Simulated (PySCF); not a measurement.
## Correlation energy of P (phosphorus, neutral)

[Ne] 3s1 3p3 3d1, high-spin 6D determinant (an excited configuration). Calculation: PySCF 2.14, in x2c-TZVPPall with one added diffuse shell each of s, p, d type (6s6p4d1f, 51 functions); the spin-free X2C one-electron Hamiltonian (Gaussian nucleus). Frozen: 1s2; 13 electrons correlated.

```csv
level,correlation energy (mhartree)
CCSD,-191.10
(T),-1.48
CCSD(T),-192.58
```

Diagnostics: T1 = 0.0024, D1 = 0.0051, largest double amplitude 0.030.

The outer electron is Rydberg-like, and this basis confines it to a smaller radius and binds it less than a complete one would.

Cost of the coupled-cluster step: about 10 core-seconds, for 13 correlated electrons.

This basis was not built for core-valence correlation, so the inner-shell part is incomplete.
